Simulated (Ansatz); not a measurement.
A made-up structure of LiBH$_{2}$Se, singlet:

| atom | x (Å) | y (Å) | z (Å) |
| --- | --- | --- | --- |
| Li1 | 0.1986 | -0.2664 | 1.6811 |
| Se2 | 0.6503 | -1.5104 | -0.1709 |
| B3 | -0.1035 | 0.1848 | -0.4665 |
| H4 | 1.2526 | -2.8736 | -0.4135 |
| H5 | -0.3823 | 0.9313 | 0.4854 |

It is relaxed with PBE-D4/def2-SVP and then PBE0-D4/def2-TZVP (Ansatz 0.2.0). Atoms count as bonded within 1.22 times the sum of their covalent radii (H–H: 0.88 Å). The end point is not checked to be a true minimum.

Question: Does its bonding change? (A judgement: the text doesn't fix the answer.)

Answer: Computed: Yes. Formed: Li1–H4, B3–H4; broken: Li1–H5, Se2–H4.

Where it ends: The first stage lowers the energy by 3.05 eV in 17 steps. It ends as LiBH₂Se ([H]1[Li]2[Se][BH]12):
```
5
angstrom
Li 0.9741 -2.2844 0.0668
Se 0.1425 -0.7733 -1.4188
B 0.1507 -0.2526 0.3862
H 0.5862 -1.0138 1.2647
H -0.2378 0.7897 0.8166
```

Labels in which every atom is bracketed show which atoms are joined, not bond orders.

For scale, one of the runs: PBE0-D4/def2-TZVP relaxation, 105 basis functions, launched by `ansatz run in.yaml --threads 2 --pin off --events-out ev --progress --plain --max-ram 4352MiB`. Hardware: 2 CPU threads of an Arm Neoverse V1, shared host. Wall time about 55 s.
